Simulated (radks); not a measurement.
Ar, configuration [Ar]. Method: Dirac Kohn-Sham, PBE, spin-unpolarised, spherical densities, point nucleus; computed with a radial shooting solver on a logarithmic mesh with Libxc functionals.

Spin-orbit splittings of the eigenvalues, e(l+1/2) - e(l-1/2), with zeta = 2 splitting/(2l+1) and mean radii in bohr:

shell  occ.  splitting (eV)  zeta (eV)  <r> j=l-1/2  <r> j=l+1/2
2p        6           2.234      1.490       0.3751       0.3775
3p        6          0.1756     0.1171        1.657        1.668
